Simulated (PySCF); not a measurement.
# Which determinant of ZrO lies lowest?

Unrestricted PBE0; Zr def2-TZVPP with ECP28, O def2-TZVPP; scalar-relativistic core potentials (PySCF 2.14). Outer shells of the fragments: Zr 4d2 5s2; O 2s2 2p4.

Followed along the bond (rough minima from three points):

```json
{"2Ms+1": "3", "unpaired": "σ ↑, δ ↑", "⟨S²⟩ at the start": "2.04", "R at minimum (Å)": "1.72", "Te (eV)": "0.00"}
{"2Ms+1": "1", "unpaired": "none", "⟨S²⟩ at the start": "0.00", "R at minimum (Å)": "1.70", "Te (eV)": "0.27"}
{"2Ms+1": "1", "unpaired": "σ ↓, δ ↑", "⟨S²⟩ at the start": "1.00", "R at minimum (Å)": "1.72", "Te (eV)": "0.46"}
{"2Ms+1": "3", "unpaired": "σ ↑, π ↑", "⟨S²⟩ at the start": "2.02", "R at minimum (Å)": "1.74", "Te (eV)": "1.41"}
{"2Ms+1": "3", "unpaired": "δ ↑↑", "⟨S²⟩ at the start": "2.04", "R at minimum (Å)": "1.74", "Te (eV)": "1.49"}
{"2Ms+1": "1", "unpaired": "δ ↑↓", "⟨S²⟩ at the start": "1.00", "R at minimum (Å)": "1.74", "Te (eV)": "1.69"}
```

Solutions found at the starting distance of 2.005 Å, counted from the lowest of them; the search is not exhaustive and high or unbound solutions are not listed, so other states can lie among these:

```
2Ms+1  unpaired   term  E (eV)  ⟨S²⟩  ⟨Lz²⟩  μ (D)
    3  σ ↑, δ ↑     ³Δ    0.00  2.04   4.01  -5.90
    1  σ ↓, δ ↑  mixed    0.50  1.00   4.00  -5.25
    1      none    ¹Σ⁺    0.57  0.00   0.00  -4.52
    3  σ ↑, π ↑  mixed    1.20  2.02   1.17  -4.91
    3      δ ↑↑    ³Σ⁻    1.23  2.04   0.00  -8.22
    1      δ ↑↓  mixed    1.45  1.00   8.01  -8.25
```

A term symbol is given only where ⟨S²⟩ and ⟨Lz²⟩ are close to those of a pure state; real π, δ and φ orbitals otherwise mix terms. A positive dipole means Zr(−)O(+).

Problem. Compare the gap between the two lowest followed solutions at the starting distance with the gap between their minima.

Solution. At PBE0 the second solution (singlet, closed shell) lies +0.57 eV from the first (triplet, unpaired electrons σ ↑, δ ↑) at 2.005 Å and +0.27 eV at the minima; the two curves relax by different amounts, since their minima lie near 1.70 and 1.72 Å.

The measured ground state is X ¹Σ+ (Huber and Herzberg, Constants of Diatomic Molecules (1979)), of another multiplicity than the lowest determinant found here; the functional, the basis or the search can be the cause.

Spin–orbit coupling is left out. The state is the lowest single determinant that the PBE0 search found; with open d or f shells the true ground state can be another one.
